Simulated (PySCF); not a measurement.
CHO2 (anion, charge -1), SMILES C(=O)[O-], B3LYP/def2-SVP optimised geometry.

```
4

O      1.03     0.07     0.00
C     -0.21     0.07     0.00
O     -1.03     1.00     0.00
H     -0.69    -1.00     0.00
```

Density from PySCF with B3LYP/def2-TZVPD at that geometry.

Minimum of the electron density along straight lines between bonded atoms, close to the bond critical point (lines longer than 1.1 times the sum of covalent radii, or with two minima, are not listed):

```tsv
bond	length / Å	ρ at the minimum / e bohr⁻³	∇²ρ there / e bohr⁻⁵	position (fraction from the first atom)
O1–C2	1.247	0.393	-0.54	0.66
C2–O3	1.247	0.393	-0.54	0.34
C2–H4	1.171	…	…	0.64
```

### Question
Complete the blanks.

### Answer

- C2–H4, ρ at the minimum / e bohr⁻³: 0.239
- C2–H4, ∇²ρ there / e bohr⁻⁵: -0.73
